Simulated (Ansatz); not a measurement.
```yaml
crystal:
  periodic: [false, false, false]
  atoms:
    - {symbol: B, position_ang: [0.707039, -1.535862, -1.480277]}
    - {symbol: N, position_ang: [-0.141015, -1.112775, -0.215622]}
    - {symbol: C, position_ang: [-0.908958, -1.770646, 0.153063]}
    - {symbol: C, position_ang: [-0.173648, -2.072500, 1.757987]}
    - {symbol: Si, position_ang: [0.297062, 0.865327, -0.285036]}
    - {symbol: C, position_ang: [-0.022093, 1.625046, -1.830902]}
    - {symbol: C, position_ang: [-1.380395, 1.505112, 0.733313]}
    - {symbol: C, position_ang: [1.733813, 1.360248, 1.010497]}
    - {symbol: H, position_ang: [0.998023, -2.718401, -1.745769]}
    - {symbol: H, position_ang: [1.552786, -0.450136, -2.050395]}
    - {symbol: H, position_ang: [-1.679164, -1.069915, 0.391864]}
    - {symbol: H, position_ang: [-1.049368, -2.280717, -0.511902]}
    - {symbol: H, position_ang: [-1.354102, -2.837864, 2.010944]}
    - {symbol: H, position_ang: [0.838895, -2.522596, 1.361229]}
    - {symbol: H, position_ang: [-0.113504, -1.009718, 2.293052]}
    - {symbol: H, position_ang: [-0.783213, 1.455009, -2.599994]}
    - {symbol: H, position_ang: [0.304339, 2.842021, -1.769859]}
    - {symbol: H, position_ang: [0.812316, 1.497355, -2.623354]}
    - {symbol: H, position_ang: [-1.377762, 2.523602, 0.852212]}
    - {symbol: H, position_ang: [-2.434494, 1.206353, 0.203185]}
    - {symbol: H, position_ang: [-1.224678, 0.772708, 1.604985]}
    - {symbol: H, position_ang: [2.461976, 1.030368, 0.224205]}
    - {symbol: H, position_ang: [1.732371, 2.078880, 0.834411]}
    - {symbol: H, position_ang: [1.694098, 0.604696, 1.626482]}
basis:
  gaussian: {orbitals: cc-pVTZ-DK}
hamiltonian: {xc: {name: HF}}
correlation: {method: mp2, frozen_orbitals: {B: 9}}
output: {forces: true}
```

```sh
$ ansatz run in.yaml --threads 4 --pin off --events-out ev --progress --plain --max-ram 66560MiB --backend cuda --devices 0, --max-vram 37GiB
```

Shortened log:

```
Functional definition: HF
Error: "frozen_orbitals" has no count for N
```

**Question.** Something in this input is off. What?

**Answer.** Frozen orbitals are typed for one element alone, and the program wants a count for each. The program refused the input.
